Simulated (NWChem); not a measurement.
# CH$_{3}$FTe; SMILES F[Te]C

All runs: NWChem. All runs use the structure optimised with PBE-D3(BJ)/def2-SVP. def2 effective core potentials on Te; no spin-orbit coupling. Ions are spin-unrestricted doublets at the neutral geometry. Hybrids' shares of exact exchange are those that their runs print; pure functionals count as 0. The functionals differ in more than this share.

| row | share of exact exchange | ΔSCF ionisation energy minus −ε(HOMO) (eV) |
|---|---|---|
| PBE/def2-SVPD | 0.00 | 3.27 |
| LDA (Slater exchange, VWN5)/def2-SVPD | 0.00 | 3.37 |
| B3LYP/def2-SVPD | 0.20 | 2.55 |
| PBE0/def2-SVPD | 0.25 | 2.28 |
| BHandHLYP/def2-SVPD | 0.50 | withheld |

Q: Fit a straight line of the last column on the one before it, predict the withheld value, and compare with the run.

A: 
1. Means of the 4 shown rows: x = 0.113, y = 2.868. Slope Σ(x − x̄)(y − ȳ)/Σ(x − x̄)² = -0.2104/0.05188 = -4.055; intercept 3.324.
2. The shown rows scatter about the line by 0.043 (root mean square); the largest residual is -0.05, at PBE/def2-SVPD.
3. At x = 0.50 (BHandHLYP/def2-SVPD; beyond the shown range) the line gives 1.30.
4. The run gives 1.34, +0.04 from the line, 0.9 times the scatter. The line crosses zero at a share of 0.82, outside the shown range.
